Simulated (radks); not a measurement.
Values are calculated unless marked as measured or tabulated.
Initial-state core-level shifts of the aluminium ion Al2+ when its valence configuration changes from [Ne] 3s1. Level of theory: scalar-relativistic Kohn-Sham, PBE, spin-polarised, spherical densities, finite nucleus; open shells are filled with parallel spins first; Fermi nuclear charge, rms radius 3.061 fm (a radial shooting solver on a logarithmic mesh with Libxc functionals). Shifts are changes of the shell-averaged eigenvalues in eV (positive: less bound); the change of the density at the nucleus, which sets a Mossbauer isomer shift, is in e/bohr^3, on a base of 1504.

| valence | 1s | 2s | 2p | density at nucleus |
|---|---|---|---|---|
| 3p1 | -1.533 | -1.518 | -1.499 | -4.3408 |
| 3s0.5 3p0.5 | -0.767 | -0.760 | -0.750 | -2.1705 |
